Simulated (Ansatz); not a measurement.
Correlation energies of `C[C@@]12[C@H]3[C@H]4[C@H]5[C@H]6[C@@H]1[W-3]54632([C]#[O+])([C]#[O+])[C]#[O+]` by basis set

```xyz
22

C    -1.2528   -1.9814    1.2461
C    -0.8963   -0.5776    0.8790
C    -1.6013    0.0970   -0.1494
C    -1.2562    1.4239   -0.4934
C    -0.2701    2.1289    0.2311
C     0.4355    1.4495    1.2484
C     0.1010    0.1228    1.6033
W     0.6923    0.1739   -0.6750
C     2.6418    0.5344   -0.6769
O     3.7674    0.7654   -0.6465
C     0.7430    0.5014   -2.6296
O     0.7403    0.7129   -3.7595
C     1.1372   -1.7140   -1.0758
O     1.3577   -2.8256   -1.2715
H    -2.0365   -1.9791    2.0096
H    -1.6237   -2.5317    0.3811
H    -0.3901   -2.5138    1.6473
H    -2.3709   -0.4238   -0.7030
H    -1.7698    1.9111   -1.3120
H    -0.0194    3.1477   -0.0274
H     1.2315    1.9565    1.7780
H     0.6395   -0.3783    2.3963
```

Total charge 0; spin multiplicity 1. Correlated methods include outer-core shells of W, which these sets cover unevenly. W takes the def2 core potential. All single points use the PBE0-D4/def2-TZVP geometry. Frozen core, restricted reference, Ansatz.

```json
{"basis": "def2-SVP", "HF (Eh)": "-673.88068", "MP2 corr.": "-2.29395"}
{"basis": "def2-TZVPP", "HF (Eh)": "-674.61264", "MP2 corr.": "-2.85530"}
{"basis": "def2-QZVPP", "HF (Eh)": "-674.63900", "MP2 corr.": "-3.06034"}
```

Problem. Estimate the CCSD correlation energy and the (T) correction in each basis where they were run (hartree).

Solution. 
| basis | CCSD corr. | (T) |
| --- | --- | --- |
| def2-SVP | -2.24763 | -0.11573 |
| def2-TZVPP | -2.76240 | -0.16757 |
